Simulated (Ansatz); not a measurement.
Basis-set extrapolation for C$_{4}$H$_{2}$F$_{4}$ (`FC(F)=CC=C(F)F`) (PBE0-D4/def2-TZVP geometry, frozen core, Ansatz). Multiplicity 1, RHF reference.

```tsv
	def2-TZVPP	def2-QZVPP
HF	-550.570018	-550.593636
MP2 correlation	-1.601880	-1.738318
CCSD(T) correlation	-1.679679	not run
```

Energies in hartree. Use E(X) = E(∞) + A·exp(−7.88·√X) for Hartree–Fock and E(X) = E(∞) + B·X^(−2.97) for correlation, with X = 3 and 4, and add CCSD(T) minus MP2 of the smaller set to the MP2 limit.

Problem. What is the CCSD(T) energy at the basis-set limit?

Solution. HF limit: -550.593636 + (-0.023618) × 0.13774 = -550.59689. MP2 limit: -1.738318 + (-0.136438) × 0.74074 = -1.83938. Higher-order term: -1.679679 − (-1.601880) = -0.07780. Total: -552.51407 hartree, 694.1 kJ/mol below CCSD(T)/def2-TZVPP.
